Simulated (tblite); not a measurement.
Species: C₆H₉OS (charge +1).
Numbering: `[CH3:1][CH2:2][C@H:3]([C:4]#[O+:5])[C:6]([CH3:7])=[S:8]` (hydrogens: H9, H10, H11 on C1; H12, H13 on C2; H14 on C3; H15, H16, H17 on C7)

Structure optimised with GFN2-xTB, isolated species.

Problem. What internal coordinates does the optimisation give?

Solution. 
| bond | length (bohr) | order |
| --- | --- | --- |
| C1–C2 | 2.870 | single |
| C2–C3 | 2.965 | single |
| C3–C4 | 2.596 | single |
| C4≡O5 | 2.135 | triple |
| C3–C6 | 3.025 | single |
| C6–C7 | 2.785 | single |
| C6=S8 | 3.016 | double |
| C1–H9, C1–H10, C1–H11 | 2.054 | single |
| C2–H12 | 2.060 | single |
| C2–H13 | 2.060 | single |
| C3–H14 | 2.074 | single |
| C7–H15, C7–H16, C7–H17 | 2.061 | single |

Bonds in one row agree within 0.02 bohr and their mean is given. Orders are formal, as drawn. A selection of angles:
| angle | degrees |
| --- | --- |
| C2–C1–H9 | 111.5 |
| C2–C1–H11 | 108.6 |
| H9–C1–H10 | 109.1 |
| H9–C1–H11 | 107.9 |
| C1–C2–C3 | 109.9 |
| C1–C2–H12 | 109.8 |
| C1–C2–H13 | 110.6 |
| C3–C2–H12 | 109.2 |
| C3–C2–H13 | 108.6 |
| H12–C2–H13 | 108.7 |
| C2–C3–C4 | 109.3 |
| C2–C3–C6 | 113.2 |
| C2–C3–H14 | 108.6 |
| C4–C3–C6 | 108.3 |
| C4–C3–H14 | 111.0 |
| C6–C3–H14 | 106.3 |
| C3–C4–O5 | 174.2 |
| C3–C6–C7 | 112.9 |
| C3–C6–S8 | 119.9 |
| C7–C6–S8 | 127.2 |
| C6–C7–H15 | 110.2 |
| C6–C7–H16 | 111.9 |
| H15–C7–H16 | 109.2 |
| H15–C7–H17 | 107.9 |

Torsions: C1–C2–C3–C4 -166° (antiperiplanar); C2–C3–C6–C7 -151° (antiperiplanar).

C6 (thiocarbonyl carbon) is planar (angles 127.2°, 119.9° and 112.9°, sum 360.0°, 0.02 Å off the plane of its three neighbours). Of the pairs four or more bonds apart, S8···H13 is among the closest relative to their van der Waals radii: 2.64 Å, 88 % of the sum of Bondi's values. The 5 C–C bonds span 1.374 Å (C3–C4, drawn single) to 1.601 Å (C3–C6, drawn single), a spread of 0.227 Å.

Point group: C1 (no symmetry element, even within 0.4 Å). Its GFN2-xTB frequencies are all real (lowest 27 cm⁻¹). 3 starts were optimised and ended at 0.00, 0.57 and 0.59 kcal/mol (GFN2-xTB); the lowest of these is shown.

Time: 1.7 s of wall time. Hardware: Arm Neoverse N1, one thread (shared host). This is the geometry optimisation.

One conformer stands for the species.

The numbers are calculated, not measured.
